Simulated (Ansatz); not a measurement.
Reaction (atomization): `N=[C]([SiH3])[InH2]` → C• + 6 H• + In• + N• + Si•

Program: Ansatz. Geometries: PBE0-D4/def2-TZVP. ΔE: electronic, gas phase. CBS: MP2 limit from def2 TZ/QZ plus the TZ coupled-cluster correction, frozen cores. This one scheme is used for every species, atoms too. For atomizations the MP2-based limit and the directly extrapolated one differ by several kJ/mol either way, and by 10 to 25 for some Ge, Se and Sn compounds, so smaller differences from it don't rank the levels. DFT in def2-TZVPP. Open shells (•) are unrestricted, without spin–orbit coupling. Spin–orbit coupling would lower the free atoms: a little for C, Si; strongly for In. def2 core potentials past Kr. Bonds to In are less sure, by a few kJ/mol each and by 10 to 20 or more in all where they break to atoms, as the def2 sets lack core-valence functions. Each species was taken in one conformer, which may not be the lowest.

```json
{"level": "r2SCAN-D4", "ΔE (kcal/mol)": "701.3", "difference from CCSD(T)/CBS": "-3.2"}
{"level": "PBE0-D4", "ΔE (kcal/mol)": "698.4", "difference from CCSD(T)/CBS": "-6.1"}
{"level": "ωB97X-V", "ΔE (kcal/mol)": "710.1", "difference from CCSD(T)/CBS": "5.6"}
{"level": "revPBE", "ΔE (kcal/mol)": "681.4", "difference from CCSD(T)/CBS": "-23.1"}
{"level": "BHLYP", "ΔE (kcal/mol)": "676.3", "difference from CCSD(T)/CBS": "-28.2"}
{"level": "MP2/def2-SVP", "ΔE (kcal/mol)": "654.8", "difference from CCSD(T)/CBS": "-49.7"}
{"level": "HF/def2-TZVPP", "ΔE (kcal/mol)": "484.8", "difference from CCSD(T)/CBS": "-219.7"}
{"level": "MP2/def2-TZVPP", "ΔE (kcal/mol)": "683.2", "difference from CCSD(T)/CBS": "-21.3"}
{"level": "MP2/def2-QZVPP", "ΔE (kcal/mol)": "695.2", "difference from CCSD(T)/CBS": "-9.3"}
{"level": "MP2/CBS(def2)", "ΔE (kcal/mol)": "703.2", "difference from CCSD(T)/CBS": "-1.3"}
{"level": "CCSD(T)/CBS", "ΔE (kcal/mol)": "704.5", "difference from CCSD(T)/CBS": "0"}
```

Largest T1 diagnostic among the species: 0.015.

Leaving LDA and LC-ωPBE aside and taking each functional with its dispersion term where it has one, the values, not all of them listed here, spread over 27.9 kcal/mol, from BHLYP-D4 to PBE-D4. LDA lies +96.9 kcal/mol from PBE without D4, its usual overbinding. The D4 term adds +8.5 kcal/mol with B3LYP and +4.5 kcal/mol with PBE0; it sums over pairs of atoms, weighted by their polarisabilities, and B3LYP, whose exchange is more repulsive, gets the larger term. At CCSD(T), def2-SVP lies −49.2 kcal/mol from the extrapolated value and def2-TZVPP −19.9 kcal/mol: correlation converges slowly with the basis, and small sets miss more of it in the bonded molecule than in its fragments.

B3LYP here is the variant with VWN-RPA as its local correlation; programs differ in this.
